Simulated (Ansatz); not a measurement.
`[F][W]([F])(=[S])([Cl])[Cl]` + H₂O → `[OH][W]([F])([F])(=[S])[Cl]` + HCl at 600 K and 1 bar (formal hydrolysis of a W–Cl bond).

Computed with Ansatz on PBE0-D4/def2-TZVP structures; ΔE is electronic, products minus reactants. CCSD(T)/CBS adds triple-zeta CCSD(T) − MP2 to the extrapolated MP2 energy (def2 sets, frozen cores). This one scheme is used for every species. Elements past krypton have def2 core potentials. For W outer-core shells are correlated without core-valence functions, which leaves a few kJ/mol of doubt a bond. One conformer a species, not always the lowest.

```tsv
species	CCSD(T)/CBS energy (Eh)	H − E (kJ/mol)	S (J/(mol·K))
`[F][W]([F])(=[S])([Cl])[Cl]`	-1584.09504	84.1	469.3
H₂O	-76.37941	76.8	212.8
`[OH][W]([F])([F])(=[S])[Cl]`	-1200.06687	120.1	476.1
HCl	-460.38127	35.4	207.2
```

H − E and S are ideal-gas, rigid-rotor, harmonic terms from PBE0-D4/def2-TZVP, for one conformer and one mirror image of each species. 1 Eh = 2625.50 kJ/mol, R = 8.31446 J/(mol·K).

Task: By hand: ΔE, ΔH, ΔS and ΔG.

Result: ΔE = (-1200.06687) + (-460.38127) − (-1584.09504) − (-76.37941) = 0.02631 Eh = 69.1 kJ/mol. Δ(H − E) = 120.1 + 35.4 − 84.1 − 76.8 = -5.4, so ΔH = 63.7 kJ/mol. ΔS = 476.1 + 207.2 − 469.3 − 212.8 = 1.2 J/(mol·K). ΔG = 63.7 − 600 × (1.2)/1000 = 63.0 kJ/mol.

Task: By hand: the equilibrium constant, and the temperature at which ΔG would vanish if ΔH and ΔS stayed fixed.

Result: log₁₀ K = −ΔG/(RT ln 10) = -5.5. ΔG = 0 at ΔH/ΔS = 53083 K, far beyond where these terms or the molecules hold.

The number of gas molecules stays the same, so ΔS is small and ΔH decides. A doubt of 5 kJ/mol in ΔE shifts log₁₀ K by 0.4 here. Other conformers and mirror images would add mixing entropy, several J/(mol·K) or more a flexible species. These are equilibria of isolated gas molecules and say nothing of rates. Largest T1 diagnostic: 0.022 (customary marks: 0.02 for closed shells, 0.045 for open ones).
